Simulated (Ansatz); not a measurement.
(BeO)n off: PBE0-D4/def2-TZVP single points in Ansatz on relaxed structures, gas phase. Each cluster is the lowest isomer that a short search found in that spin, judged at the geometry's level, and lower ones may exist. Binding counts from free atoms in the multiplicity of their measured ground term, without zero-point energy. Singlets are spin-restricted. A dash marks a value that wasn't run or was left out as unsound. The structures are stationary points that may keep the symmetry of their start. Remarks come from the PBE and PBE0 runs and from stability tests at other levels; not every state was tested. HOMO above LUMO (over both spins in singlets and doublets, within one spin in higher multiplets; at PBE or PBE0), or a gap under 0.15 eV within one spin, warns that the state may not be the lowest or that an electron is smeared out.

```json
{"species": "Be4O3", "atoms": "7", "state": "singlet", "geometry": "PBE0-D4/def2-SVP", "HOMO (eV)": "-6.99", "LUMO (eV)": "-0.90", "gap (eV)": "6.09", "vertical IE (eV)": "–", "binding per atom (eV)": "4.45", "lowest of the spins relaxed": "–", "point group (within 0.1 Å)": "C2v", "remarks": "–"}
{"species": "Be7O8 (with an O–O bond)", "atoms": "15", "state": "singlet", "geometry": "PBE-D4/def2-SVP", "HOMO (eV)": "-8.00", "LUMO (eV)": "-2.11", "gap (eV)": "5.90", "vertical IE (eV)": "9.85", "binding per atom (eV)": "4.93", "lowest of the spins relaxed": "–", "point group (within 0.1 Å)": "–", "remarks": "restricted SCF unstable in HF, gap within one spin near zero at PBE or PBE0 (+1 doublet)"}
```

Problem. Estimate the rows for Be2O3 (with an O–O bond) (singlet, PBE-D4/def2-TZVP geometry).

Solution. 
```
                 species  atoms    state          geometry  HOMO (eV)  LUMO (eV)  gap (eV)  vertical IE (eV)  binding per atom (eV)          lowest of the spins relaxed  point group (within 0.1 Å)                                                                                  remarks
Be2O3 (with an O–O bond)      5  singlet  PBE-D4/def2-TZVP      -7.29      -1.87      5.42              9.95                   3.80  singlet, of singlet/triplet/quintet                         C2v  gap within one spin near zero at PBE or PBE0 (+1 doublet), HOMO above LUMO (+1 doublet)
```

The gap (eV) runs from 5.42 (Be2O3 (with an O–O bond)) to 6.09 (Be4O3). The binding per atom (eV) runs from 3.80 (Be2O3 (with an O–O bond)) to 4.93 (Be7O8 (with an O–O bond)).
